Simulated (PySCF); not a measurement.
Species: C4H9ClSi.
InChI=1S/C4H9ClSi/c5-4-1-2-6-3-4/h4H,1-3,6H2/t4-/m1/s1

Level: CAM-B3LYP/def2-SVPD in PySCF, non-relativistic, on one gas-phase PBE0-D3(BJ)/def2-SVP geometry that isn't relaxed in the solvent. The solvent is an IEF-PCM continuum (cavity from Bondi-type radii × 1.2), and excitations are vertical TDDFT with non-equilibrium linear response and a frozen core. The model holds no explicit solvent molecules, cavitation or dispersion.

Gas-phase singlets (H = HOMO, L = LUMO):

| state | E (eV) | λ (nm) | f | leading configurations |
| --- | --- | --- | --- | --- |
| S1 | 7.327 | 169 | 0.001 | H→L+2 20%, H→L+1 19%, H-1→L+2 14% |
| S2 | 7.346 | 169 | 0.001 | H-1→L+2 25%, H-1→L+1 23%, H-2→L+2 9% |
| S3 | 7.891 | 157 | 0.013 | H→L 77%, H-2→L 9% |
| S4 | 8.051 | 154 | 0.018 | H-1→L 71%, H-2→L 8% |
| S5 | 8.113 | 153 | 0.015 | H-2→L 60%, H-1→L 10% |

Q: What are the lowest 5 singlets in benzene (ε = 2.271)?

A: 
```csv
state,E (eV),λ (nm),f,leading configurations,change by rank (eV)
S1,7.348,169,0.001,"H-1→L+1 25%, H→L+1 16%, H-1→L+2 15%",+0.021
S2,7.379,168,0.002,"H-2→L+1 26%, H-2→L+2 17%, H-1→L+1 16%",+0.033
S3,7.897,157,0.021,H→L 79%,+0.006
S4,8.072,154,0.049,"H-1→L 50%, H→L+1 21%",+0.021
S5,8.103,153,0.081,"H→L+1 26%, H-1→L 21%, H-2→L+1 15%",-0.010
```

Q: Give the list for acetone (ε = 20.49), n² = 1.85.

A: 
| state | E (eV) | λ (nm) | f | leading configurations | change by rank (eV) |
| --- | --- | --- | --- | --- | --- |
| S1 | 7.380 | 168 | 0.001 | H-1→L+1 27%, H-1→L 15%, H-1→L+2 11% | +0.053 |
| S2 | 7.430 | 167 | 0.004 | H-2→L+1 33%, H-2→L 18%, H-2→L+2 15% | +0.084 |
| S3 | 7.919 | 157 | 0.015 | H→L 65%, H→L+1 16% | +0.028 |
| S4 | 8.054 | 154 | 0.096 | H→L+1 50%, H→L+2 12% | +0.003 |
| S5 | 8.143 | 152 | 0.023 | H-1→L 52%, H-1→L+1 22% | +0.030 |

Q: How do the frontier levels move from gas to acetone?

A: 
| orbital | gas (eV) | solvent (eV) | change (eV) |
| --- | --- | --- | --- |
| LUMO+2 | 1.60 | 1.70 | +0.10 |
| LUMO+1 | 1.36 | 1.47 | +0.11 |
| LUMO | 1.06 | 1.20 | +0.14 |
| HOMO | -9.71 | -9.57 | +0.14 |
| HOMO-1 | -9.79 | -9.81 | -0.02 |
| HOMO-2 | -9.91 | -9.91 | 0.00 |
| HOMO-3 | -10.50 | -10.40 | +0.10 |

The HOMO–LUMO gap goes from 10.77 to 10.77 eV. Rows go by rank; for HOMO-2, HOMO-1, HOMO, LUMO, LUMO+1 and LUMO+2 the atom shares or the degeneracy differ between the runs, so the row needn't follow one orbital.
